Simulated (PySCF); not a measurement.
A geometry optimisation, step by step.

Compound: C₃H₇BGe.
SMILES with atom numbers: `[CH3:1][C:2]#[C:3][BH:4][GeH3:5]` (hydrogens: H6, H7, H8 on C1; H9 on B4; H10, H11, H12 on Ge5)

Computed by this run: PBE0-D3(BJ)/def2-SVP geometry optimisation, gas phase (PySCF 2.14.0); density fitting, grid level 1; the optimiser is geomeTRIC in internal coordinates, started from a GFN2-xTB structure with every atom displaced at random (about 0.01 Å). The frame can shift and turn from step to step; on so coarse a grid that alone can change the energy by a few meV, and forces under 0.02 eV/Å are noise.

Step 0: E = -60395.4722 eV, largest atomic force 1.779 eV/Å
```
atom  x, y, z in Å  |  force x, y, z in eV/Å
C1      2.508    1.314    0.433   -1.331   1.044  -0.548
C2      1.398    0.389    0.332    0.505   0.134   0.069
C3      0.475   -0.408    0.250    1.238   0.858   0.138
B4     -0.611   -1.347    0.146   -1.523  -0.300  -0.257
Ge5    -2.449   -0.706   -0.478    0.049   0.173   0.418
H6      2.226    2.275   -0.080    0.362  -0.529   0.342
H7      2.699    1.550    1.480    0.169   0.020   0.388
H8      3.405    0.927   -0.024    0.651  -0.342  -0.241
H9     -0.486   -2.472    0.445    0.159  -0.958   0.213
H10    -3.569   -0.924    0.517   -0.279  -0.228   0.609
H11    -2.984   -1.381   -1.689   -0.188  -0.686  -0.988
H12    -2.571    0.757   -0.797    0.189   0.816  -0.141
```

Step 1: E = -60395.6761 eV, largest atomic force 0.352 eV/Å
```
atom  x, y, z in Å  |  force x, y, z in eV/Å
C1      2.543    1.474    0.278    0.253  -0.098  -0.004
C2      1.457    0.525    0.183    0.048   0.082   0.015
C3      0.543   -0.287    0.114   -0.189  -0.216  -0.026
B4     -0.603   -1.246    0.010    0.092   0.074   0.045
Ge5    -2.460   -0.595   -0.610   -0.307   0.064  -0.160
H6      2.337    2.404   -0.268   -0.073   0.099  -0.023
H7      2.729    1.728    1.336   -0.012  -0.015  -0.070
H8      3.478    1.042   -0.126   -0.109   0.035   0.092
H9     -0.458   -2.408    0.314    0.014   0.026  -0.025
H10    -3.525   -0.874    0.493    0.145   0.027  -0.133
H11    -2.951   -1.363   -1.882    0.130   0.142   0.255
H12    -2.510    0.926   -0.930    0.008  -0.220   0.034
```

Step 2: E = -60395.6846 eV, largest atomic force 0.064 eV/Å
```
atom  x, y, z in Å  |  force x, y, z in eV/Å
C1      2.555    1.471    0.278    0.044   0.004  -0.046
C2      1.462    0.529    0.183   -0.015  -0.006   0.007
C3      0.542   -0.278    0.113   -0.021  -0.002  -0.017
B4     -0.609   -1.227    0.009    0.014   0.005   0.022
Ge5    -2.475   -0.596   -0.611   -0.034   0.023  -0.016
H6      2.346    2.408   -0.262   -0.013  -0.008   0.021
H7      2.742    1.720    1.335   -0.006   0.005   0.004
H8      3.486    1.038   -0.123   -0.014   0.000   0.016
H9     -0.458   -2.389    0.307    0.000  -0.013  -0.011
H10    -3.527   -0.886    0.484    0.011  -0.004   0.008
H11    -2.940   -1.371   -1.866    0.032  -0.003   0.015
H12    -2.545    0.909   -0.937    0.001  -0.001  -0.003
```

Step 3: E = -60395.6851 eV, largest atomic force 0.021 eV/Å
```
atom  x, y, z in Å  |  force x, y, z in eV/Å
C1      2.553    1.471    0.276    0.003   0.003  -0.016
C2      1.460    0.528    0.182   -0.002  -0.004   0.004
C3      0.540   -0.279    0.114    0.010   0.000  -0.003
B4     -0.610   -1.229    0.012   -0.001   0.005   0.008
Ge5    -2.473   -0.593   -0.609   -0.009   0.008   0.011
H6      2.339    2.409   -0.261   -0.002   0.000   0.006
H7      2.740    1.719    1.333   -0.003   0.003   0.005
H8      3.483    1.039   -0.126    0.001  -0.003   0.001
H9     -0.459   -2.393    0.305   -0.001  -0.001  -0.008
H10    -3.525   -0.886    0.485   -0.004  -0.001   0.007
H11    -2.926   -1.371   -1.863    0.006  -0.014  -0.015
H12    -2.542    0.911   -0.937    0.001   0.005  -0.001
```

Step 4: E = -60395.6852 eV, largest atomic force under 0.02 eV/Å
```
atom  x, y, z in Å  |  force x, y, z in eV/Å
C1      2.556    1.472    0.275   -0.011  -0.001   0.006
C2      1.461    0.530    0.182    0.004  -0.002   0.001
C3      0.540   -0.275    0.114    0.003   0.010  -0.002
B4     -0.611   -1.223    0.013   -0.002  -0.007   0.002
Ge5    -2.478   -0.594   -0.608    0.008   0.003   0.015
H6      2.342    2.411   -0.258    0.003   0.003  -0.004
H7      2.744    1.718    1.333    0.000   0.001   0.001
H8      3.485    1.038   -0.127    0.005   0.000  -0.004
H9     -0.459   -2.388    0.302   -0.003  -0.002  -0.003
H10    -3.529   -0.893    0.485   -0.002   0.001  -0.002
H11    -2.919   -1.379   -1.863   -0.001  -0.007  -0.009
H12    -2.553    0.909   -0.939   -0.003   0.002  -0.001
```

**Question.** Summarise the path.

**Answer.** The energy falls by 0.2131 eV from step 0 to step 4; nine tenths of that is first reached at step 1. It falls at every step. The largest force goes from 1.779 to under 0.02 eV/Å. Among the bonds Ge5–H11 changes most, from 1.486 to 1.545 Å; the atoms move by 0.066 Å rms after alignment.

The cost below is that of the whole optimisation. Hardware: one thread, Arm Neoverse V2 (aarch64) (shared host). Cost: 24 s wall, 0.49 GiB resident at most.
